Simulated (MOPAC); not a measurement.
MOPAC input (AM1):

```
AM1 1SCF UHF MS=0.5 GEO-OK AUX(PRECISION=9) THREADS=1
C3H4B

C     2.09124600 1   -0.01937200 1    0.06352100 1
C     0.87549700 1   -0.13973900 1    0.05976200 1
B    -0.54822400 1   -0.41436700 1    0.09091500 1
C    -1.91006700 1    0.25948400 1   -0.13083100 1
H     3.15097700 1    0.06584500 1    0.07310800 1
H    -2.08438000 1    0.92572000 1    0.72540100 1
H    -1.90695700 1    0.90076800 1   -1.01951600 1
H    -2.75857400 1   -0.42273800 1   -0.18827900 1
```

From the output:

```
                                                       MOPAC v23.2.5 Linux

          FINAL HEAT OF FORMATION =        102.65092 KCAL/MOL =     429.49145 KJ/MOL

          COSMO AREA              =        107.12 SQUARE ANGSTROMS
          COSMO VOLUME            =         88.46 CUBIC ANGSTROMS

          IONIZATION POTENTIAL    =          7.566006 EV
          ALPHA SOMO LUMO (EV)    =         -7.566  0.551
          BETA  SOMO LUMO (EV)    =        -11.166  0.824
          NO. OF ALPHA ELECTRONS  =         10
          NO. OF BETA  ELECTRONS  =          9
          MOLECULAR WEIGHT        =         50.8746         POINT GROUP:  C1

          MOLECULAR DIMENSIONS (Angstroms)

            Atom       Atom       Distance
            H     8    H     5     5.93547
            H     7    B     3     1.77082
            H     6    H     5     1.47278

          SCF CALCULATIONS        =          1

   ATOM   CHEMICAL          X               Y               Z
  NUMBER   SYMBOL      (ANGSTROMS)     (ANGSTROMS)     (ANGSTROMS)

     1       C          2.09124600  *  -0.01937200  *   0.06352100  *
     2       C          0.87549700  *  -0.13973900  *   0.05976200  *
     3       B         -0.54822400  *  -0.41436700  *   0.09091500  *
     4       C         -1.91006700  *   0.25948400  *  -0.13083100  *
     5       H          3.15097700  *   0.06584500  *   0.07310800  *
     6       H         -2.08438000  *   0.92572000  *   0.72540100  *
     7       H         -1.90695700  *   0.90076800  *  -1.01951600  *
     8       H         -2.75857400  *  -0.42273800  *  -0.18827900  *

                             CARTESIAN COORDINATES

   1    C        2.091246000    -0.019372000     0.063521000
   2    C        0.875497000    -0.139739000     0.059762000
   3    B       -0.548224000    -0.414367000     0.090915000
   4    C       -1.910067000     0.259484000    -0.130831000
   5    H        3.150977000     0.065845000     0.073108000
   6    H       -2.084380000     0.925720000     0.725401000
   7    H       -1.906957000     0.900768000    -1.019516000
   8    H       -2.758574000    -0.422738000    -0.188279000

           Empirical Formula: C3 H4 B  =     8 atoms

      MOLECULAR POINT GROUP   :   C1

          ALPHA EIGENVALUES
 -32.88074 -30.09769 -22.14566 -17.14433 -13.97136 -13.73695 -13.22744 -11.59176
 -11.37861  -7.56601   0.55057   1.73336   3.10775   3.48728   4.32725   4.57325
   4.94828   5.04769   6.30707   6.81306

           BETA EIGENVALUES
 -32.71026 -29.81254 -21.69417 -16.78668 -13.70835 -13.64236 -12.95839 -11.29089
 -11.16598   0.82364   0.91348   2.50161   3.40241   3.76239   4.49978   4.81016
   5.07763   5.19651   6.66395   7.47337

              NET ATOMIC CHARGES AND DIPOLE CONTRIBUTIONS

  ATOM NO.   TYPE          CHARGE      No. of ELECS.   s-Pop       p-Pop
    1          C          -0.177584        4.1776     1.27439     2.90320
    2          C          -0.286385        4.2864     1.29696     2.98942
    3          B           0.303405        2.6966     1.39038     1.30621
    4          C          -0.333669        4.3337     1.23498     3.09869
    5          H           0.214759        0.7852     0.78524
    6          H           0.093010        0.9070     0.90699
    7          H           0.088661        0.9113     0.91134
    8          H           0.097802        0.9022     0.90220
 DIPOLE           X         Y         Z       TOTAL
 POINT-CHG.    -0.515    -0.144     0.083     0.541
 HYBRID         0.448     0.692    -0.143     0.837
 SUM           -0.067     0.548    -0.060     0.555

          ATOMIC ORBITAL ELECTRON POPULATIONS

     Atom    s        px        py        pz
    1  C   1.27439   0.95652   1.02937   0.91731
    2  C   1.29696   0.98977   0.97419   1.02547
    3  B   1.39038   0.64878   0.50631   0.15112
    4  C   1.23498   1.05824   1.02324   1.01721
    5  H   0.78524
    6  H   0.90699
    7  H   0.91134
    8  H   0.90220

                    (SZ)    =    0.500000
                    (S**2)  =    0.770704

          ATOMIC ORBITAL SPIN POPULATIONS

    Atom   Total    s     px     py     pz
         Atomic
    1  C  0.2707  0.019  0.020  0.188  0.043
    2  C -0.0848  0.038  0.035 -0.121 -0.037
    3  B  0.6576  0.245 -0.008  0.383  0.037
    4  C  0.1545  0.029  0.083  0.036  0.005
    5  H -0.0080 -0.008
    6  H -0.0023 -0.002
    7  H  0.0160  0.016
    8  H -0.0037 -0.004

 **********************
 *                    *
 * JOB ENDED NORMALLY *
 *                    *
 **********************

 == MOPAC DONE ==
```

The geometry given is a B3LYP-D3(BJ)/def2-TZVP minimum.
